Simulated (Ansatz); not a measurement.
Consider the ligand exchange at the Si–N bond: `O[SiH2][NH][GeH2][OH]` + `O[SiH2]F` → `O[SiH2]O[SiH2]F` + `[NH2][GeH2][OH]`.

Gas-phase electronic energies from Ansatz, PBE0-D4/def2-TZVP geometries. CCSD(T)/CBS is the MP2 limit (def2-TZVPP, def2-QZVPP) plus CCSD(T) − MP2 in def2-TZVPP, frozen cores. Functionals use def2-TZVPP. For Ge outer-core shells are correlated without core-valence functions, which leaves a few kJ/mol of doubt a bond. Scalar relativity is left out up to krypton. One conformer a species, not always the lowest.

`O[SiH2][NH][GeH2][OH]`:

```xyz
12

O    -0.967    1.655   -0.303
Si    0.462    1.577    0.494
N     0.948   -0.080    0.580
Ge    0.248   -1.392   -0.463
O    -1.532   -1.187   -0.293
H    -1.529    0.874   -0.197
H     0.414    2.084    1.893
H     1.393    2.426   -0.291
H     1.337   -0.404    1.453
H     0.674   -2.762    0.088
H     0.586   -1.205   -1.951
H    -2.034   -1.585   -1.008
```

`O[SiH2]F`:

```xyz
6

O     0.692    1.064    0.090
Si   -0.065   -0.379    0.087
F    -0.201   -0.949   -1.398
H     0.231    1.833   -0.247
H     0.791   -1.299    0.857
H    -1.447   -0.272    0.610
```

`O[SiH2]O[SiH2]F`:

Z-matrix (Å, degrees):
```
Si
O 1 1.636
O 1 1.635 2 111.3
H 1 1.482 2 106.5 3 -121.1
H 1 1.478 2 109.7 3 116.4
Si 2 1.618 1 148.5 3 -105.6
H 3 0.958 1 118.5 2 -72.4
F 6 1.593 2 109.0 1 -99.2
H 6 1.477 2 109.1 1 143.7
H 6 1.480 2 110.7 1 18.6
```

`[NH2][GeH2][OH]`:

```xyz
8

N     0.355    1.352   -0.063
Ge   -0.071   -0.373    0.323
O     0.361   -1.286   -1.142
H    -0.283    1.860   -0.657
H     0.629    1.923    0.722
H    -1.572   -0.650    0.586
H     0.802   -0.792    1.518
H    -0.221   -2.034   -1.288
```

| level | ΔE (kJ/mol) |
| --- | --- |
| PBE0-D4 | -35.4 |
| ωB97X-V | -39.0 |
| ωB97M-V | -37.3 |
| CCSD/def2-TZVPP | -42.0 |
| CCSD(T)/def2-TZVPP | -38.4 |
| HF/def2-QZVPP | -62.9 |
| HF/CBS(def2) | -63.2 |
| MP2/CBS(def2) | -38.4 |

**Question.** What does CCSD(T)/CBS give? (An estimate is asked.)

**Answer.** The calculation gave: -39.6 kJ/mol. The listed levels differ from it by 4.2, 0.6, 2.3, -2.4, 1.2, -23.3, -23.6, 1.2 kJ/mol.

Largest T1 diagnostic among the species: 0.012.

The D4 term adds +6.8 kJ/mol with B3LYP and +3.5 kJ/mol with PBE0; it sums over pairs of atoms, weighted by their polarisabilities, and B3LYP, whose exchange is more repulsive, gets the larger term. In def2-TZVPP, CCSD(T) changes the Hartree–Fock value by +22.0 kJ/mol (the triples alone add +3.6 kJ/mol) and MP2 by +23.2 kJ/mol.

B3LYP here is the variant with VWN-RPA as its local correlation; programs differ in this.
